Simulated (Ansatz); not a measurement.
Coupled-cluster run, `[AlH2][SiH]([SiH3])CCl`.

```yaml
crystal:
  periodic: [false, false, false]
  atoms:
    - {symbol: Al, position_ang: [-2.017448, 0.833057, 0.787751]}
    - {symbol: Si, position_ang: [-0.292597, -0.592473, -0.232806]}
    - {symbol: Si, position_ang: [1.609796, -1.391295, 0.866522]}
    - {symbol: C, position_ang: [0.229085, 0.887164, -1.357922]}
    - {symbol: Cl, position_ang: [-1.195595, 2.027574, -1.324427]}
    - {symbol: H, position_ang: [-1.540357, 1.835361, 1.925632]}
    - {symbol: H, position_ang: [-3.562126, 0.588417, 0.515327]}
    - {symbol: H, position_ang: [-0.771468, -1.659547, -1.162893]}
    - {symbol: H, position_ang: [1.236982, -2.506666, 1.778232]}
    - {symbol: H, position_ang: [2.213086, -0.298384, 1.678381]}
    - {symbol: H, position_ang: [2.646256, -1.887764, -0.081714]}
    - {symbol: H, position_ang: [1.063986, 1.467747, -0.968186]}
    - {symbol: H, position_ang: [0.400901, 0.662108, -2.409096]}
basis:
  gaussian: {orbitals: def2-TZVPP}
correlation: {method: ccsd_t}
output: {orbitals: {seedname: orbitals}}
```

```sh
$ ansatz run in.yaml --threads 4 --pin off --events-out ev --progress --plain
```

Log, shortened:

```
Functional definition: HF
1780 factors; integrals over basis functions are off by at most 1.6e-3 eV
mean field evaluation 1: about -35966.6420 eV, gradient 2.1e1 eV
mean field evaluation 2: about -35966.9669 eV, gradient 2.1e1 eV
mean field evaluation 4: about -35969.2240 eV, gradient 3.3e0 eV
mean field evaluation 8: about -35969.2625 eV, gradient 2.0e-1 eV
mean field evaluation 16: about -35969.2628 eV, gradient 2.4e-6 eV
mean field -35969.26283573 eV, -1321.8460283712 hartree, gradient 2.4e-6 eV, S^2 0.000000; 0 other end points of the search recorded, 0 dependent functions left out
21 core orbitals not correlated: weight in the atoms' cores, before any rotation towards them, 1.000 or more for the frozen orbitals, at most 0.000 for the correlated occupied ones
reference -35969.26283573 eV, -1321.8460283712 hartree; 15, 15 occupied and 275, 275 virtual orbitals, 1780 factors
second order -19.04785610 eV of doubles, -0.00000000 eV of singles
cycle   1  -20.51277430 eV  change    -1.5e0 eV  update   1.1e-1
cycle   2  -21.17536698 eV  change   -6.6e-1 eV  update   3.4e-2
cycle   3  -21.25733593 eV  change   -8.2e-2 eV  update   1.3e-2
cycle   4  -21.24940696 eV  change    7.9e-3 eV  update   4.0e-3
cycle   5  -21.24799234 eV  change    1.4e-3 eV  update   1.4e-3
cycle   6  -21.24770199 eV  change    2.9e-4 eV  update   4.5e-4
cycle   7  -21.24762767 eV  change    7.4e-5 eV  update   1.5e-4
cycle   8  -21.24766759 eV  change   -4.0e-5 eV  update   6.3e-5
cycle   9  -21.24767949 eV  change   -1.2e-5 eV  update   2.6e-5
perturbative correction -0.87059977 eV, -0.0319939516 hartree
Total energy: -35991.38111499 eV, -1322.6588601417 hartree
```

Run time 7.6 min (4 threads of a server CPU on a shared host); peak host memory 3.9 GiB.

Correlation energy per correlated electron: -0.737 eV. T1 diagnostic: 0.0124.
